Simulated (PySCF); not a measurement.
## [LaF2]+ relaxed at several levels

Computed with PySCF 2.14.0, PBE0, def2-SVP on the ligands, density fitting, scalar-relativistic core potentials, no spin-orbit coupling, vacuum. Each row is relaxed at its own level from the same template. Distances are means of the shortest metal–ligand contacts, charges and spins Mulliken's; removal energies are rigid, with the ligand's formal charge and no counterpoise, so too large; for an anion taken off a cation in vacuum most of it is the attraction of opposite charges, and multiply charged cations can part far more cheaply with an electron moved from ligand to metal. lcecp potentials hold a fixed number of 4f electrons in the core, out of states, spins and gaps.

```
level   basis on the metal  point group  M–F (Å)  charge on M (e)  HOMO–LUMO gap (eV)  removal of one F (eV)  strongest infrared band, degenerate modes summed (cm⁻¹)  unstable modes (below −25 cm⁻¹)
 PBE0  def2-SVP with ECP46          C2v    2.061             1.66                8.17                  16.86                                                      651                                0
```

What does the calculation give for PBE0, lcecp-1-SVP with ECP46?

point group: C2v, M–F (Å): 2.039, charge on M (e): 1.74, removal of one F (eV): 16.87, strongest infrared band, degenerate modes summed (cm⁻¹): 632, unstable modes (below −25 cm⁻¹): 0.
```xyz
3

La    0.0000    0.0000   -0.3891
F     1.6562    0.0000    0.7994
F    -1.6562    0.0000    0.7994
```

One start shape was tried for each, so a minimum needn't be the lowest isomer.
